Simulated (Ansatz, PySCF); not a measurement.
Potential energy curve for SMILES [BeH2]. The Be1–H3 bond (Be1 also carries H; H3 carries nothing else) is stretched with both fragments frozen at the PBE0/def2-TZVP optimised geometry.

- UHF/cc-pVDZ (Ansatz, a program for electronic structure)
- RHF/cc-pVDZ (Ansatz)
- UKS-PBE = unrestricted PBE/cc-pVDZ (Ansatz)
- RKS-PBE = restricted PBE/cc-pVDZ run with Ansatz
- UKS-B3LYP = unrestricted B3LYP/cc-pVDZ in Ansatz
- RKS-B3LYP = Ansatz with restricted B3LYP/cc-pVDZ
- UKS-B3LYP/6-31G* = unrestricted B3LYP/6-31G*, spherical d run with PySCF
- RKS-B3LYP/6-31G* = restricted B3LYP/6-31G*, spherical d run with PySCF
- UKS-LDA (SVWN5)/6-31G* = PySCF with unrestricted LDA (SVWN5)/6-31G*, spherical d
- RKS-LDA (SVWN5)/6-31G* = restricted LDA (SVWN5)/6-31G*, spherical d (PySCF)
- UKS-B3LYP/3-21G = unrestricted B3LYP/3-21G (PySCF)
- RKS-B3LYP/3-21G = restricted B3LYP/3-21G in PySCF 2.14.0

Scanned distances (Å): 0.99, 1.08, 1.13, 1.19, 1.27, 1.30, 1.34, 1.37, 1.43, 1.49, 1.55, 1.66, 1.80, 2.01, 2.19, 2.39, 2.68, 2.93, 3.26, 3.67, 4.05, 4.66.

Q: Where does the unrestricted solution first break spin symmetry (<S²> of 0.01 or more)?

A: UHF: between 2.01 and 2.19 Å; UKS-PBE: between 2.39 and 2.68 Å; UKS-B3LYP: between 2.39 and 2.68 Å; UKS-B3LYP/6-31G*: between 2.39 and 2.68 Å; UKS-LDA (SVWN5)/6-31G*: between 2.68 and 2.93 Å; UKS-B3LYP/3-21G: between 2.39 and 2.68 Å.

| R / Å | <S²> UHF | E(RHF) − E(UHF) / kcal/mol | <S²> UKS-PBE | E(RKS-PBE) − E(UKS-PBE) / kcal/mol | <S²> UKS-B3LYP | E(RKS-B3LYP) − E(UKS-B3LYP) / kcal/mol | <S²> UKS-B3LYP/6-31G* | E(RKS-B3LYP/6-31G*) − E(UKS-B3LYP/6-31G*) / kcal/mol | <S²> UKS-LDA (SVWN5)/6-31G* | E(RKS-LDA (SVWN5)/6-31G*) − E(UKS-LDA (SVWN5)/6-31G*) / kcal/mol | <S²> UKS-B3LYP/3-21G | E(RKS-B3LYP/3-21G) − E(UKS-B3LYP/3-21G) / kcal/mol |
|---|---|---|---|---|---|---|---|---|---|---|---|---|
| 0.99 | 0.00 | 0.0 | 0.00 | 0.0 | 0.00 | 0.0 | 0.00 | 0.0 | 0.00 | 0.0 | 0.00 | 0.0 |
| 1.08 | 0.00 | 0.0 | 0.00 | 0.0 | 0.00 | 0.0 | 0.00 | 0.0 | 0.00 | 0.0 | 0.00 | 0.0 |
| 1.13 | 0.00 | 0.0 | 0.00 | 0.0 | 0.00 | 0.0 | 0.00 | 0.0 | 0.00 | 0.0 | 0.00 | 0.0 |
| 1.19 | 0.00 | 0.0 | 0.00 | 0.0 | 0.00 | 0.0 | 0.00 | 0.0 | 0.00 | 0.0 | 0.00 | 0.0 |
| 1.27 | 0.00 | 0.0 | 0.00 | 0.0 | 0.00 | 0.0 | 0.00 | 0.0 | 0.00 | 0.0 | 0.00 | 0.0 |
| 1.30 | 0.00 | 0.0 | 0.00 | 0.0 | 0.00 | 0.0 | 0.00 | 0.0 | 0.00 | 0.0 | 0.00 | 0.0 |
| 1.34 | 0.00 | 0.0 | 0.00 | 0.0 | 0.00 | 0.0 | 0.00 | 0.0 | 0.00 | 0.0 | 0.00 | 0.0 |
| 1.37 | 0.00 | 0.0 | 0.00 | 0.0 | 0.00 | 0.0 | 0.00 | 0.0 | 0.00 | 0.0 | 0.00 | 0.0 |
| 1.43 | 0.00 | 0.0 | 0.00 | 0.0 | 0.00 | 0.0 | 0.00 | 0.0 | 0.00 | 0.0 | 0.00 | 0.0 |
| 1.49 | 0.00 | 0.0 | 0.00 | 0.0 | 0.00 | 0.0 | 0.00 | 0.0 | 0.00 | 0.0 | 0.00 | 0.0 |
| 1.55 | 0.00 | 0.0 | 0.00 | 0.0 | 0.00 | 0.0 | 0.00 | 0.0 | 0.00 | 0.0 | 0.00 | 0.0 |
| 1.66 | 0.00 | 0.0 | 0.00 | 0.0 | 0.00 | 0.0 | 0.00 | 0.0 | 0.00 | 0.0 | 0.00 | 0.0 |
| 1.80 | 0.00 | 0.0 | 0.00 | 0.0 | 0.00 | 0.0 | 0.00 | 0.0 | 0.00 | 0.0 | 0.00 | 0.0 |
| 2.01 | 0.00 | 0.0 | 0.00 | 0.0 | 0.00 | 0.0 | 0.00 | 0.0 | 0.00 | 0.0 | 0.00 | 0.0 |
| 2.19 | 0.21 | 0.8 | 0.00 | 0.0 | 0.00 | 0.0 | 0.00 | 0.0 | 0.00 | 0.0 | 0.00 | 0.0 |
| 2.39 | 0.51 | 6.1 | 0.00 | 0.0 | 0.00 | 0.0 | 0.00 | 0.0 | 0.00 | 0.0 | 0.00 | 0.0 |
| 2.68 | 0.75 | 18.1 | 0.12 | 0.1 | 0.28 | 1.1 | 0.32 | 1.5 | 0.00 | 0.0 | 0.31 | 1.4 |
| 2.93 | 0.86 | 29.7 | 0.50 | 2.6 | 0.56 | 5.0 | 0.58 | 5.8 | 0.31 | 0.9 | 0.59 | 5.7 |
| 3.26 | 0.94 | 44.6 | 0.77 | 8.3 | 0.77 | 11.8 | 0.79 | 13.1 | 0.64 | 5.2 | 0.80 | 13.3 |
| 3.67 | 0.98 | 60.8 | 0.93 | 15.7 | 0.91 | 20.1 | 0.92 | 21.9 | 0.84 | 11.5 | 0.93 | 22.6 |
| 4.05 | 0.99 | 73.3 | 0.98 | 21.5 | 0.97 | 26.6 | 0.97 | 28.9 | 0.93 | 16.8 | 0.98 | 29.8 |
| 4.66 | 1.00 | 88.9 | 1.00 | 27.8 | 0.99 | 34.1 | 1.00 | 36.9 | 0.99 | 23.0 | 1.00 | 38.2 |
